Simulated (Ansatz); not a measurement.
BrH3O3Sn, SMILES `[OH][Sn]([OH])([OH])[Br]`. The species carries charge 0 and has multiplicity 1. Sn: def2 effective core potential.

```csv
atom,x (Å),y (Å),z (Å)
O1,1.243,1.145,0.702
Sn2,0.082,-0.224,-0.039
O3,-1.737,0.187,0.500
O4,0.051,-0.204,-1.974
Br5,0.891,-2.404,0.737
H6,2.067,0.788,1.046
H7,-1.782,0.658,1.337
H8,-0.815,0.054,-2.307
```

**Question.** What are the harmonic wavenumbers in cm⁻¹ at PBE0-D4/def2-TZVP (Ansatz, finite differences of forces, unscaled)? (Best estimate.)

**Answer.** The calculation gave: 79, 109, 144, 154, 168, 178, 188, 228, 273, 638, 653, 663, 860, 869, 887, 3867, 3879, 3881.

**Question.** Is this a minimum?

**Answer.** Yes, all 18 modes are real.

**Question.** Give the ideal-gas thermochemistry at 298.15 K and 1 bar (rigid rotor, harmonic oscillator; point group C1, symmetry number 1).

**Answer.** Zero-point energy 106.0 kJ/mol; H(298) − E = 132.0 kJ/mol; entropy 402.4 J/(mol·K), of which translation 177.7, rotation 121.4, vibration 103.3; G(298) − E = 12.0 kJ/mol. Modes under 100 cm⁻¹ are hindered rotations or soft bends, so the harmonic entropy is rough.

**Question.** Rotational constants (cm⁻¹)?

**Answer.** 0.09698, 0.03495, 0.03411.
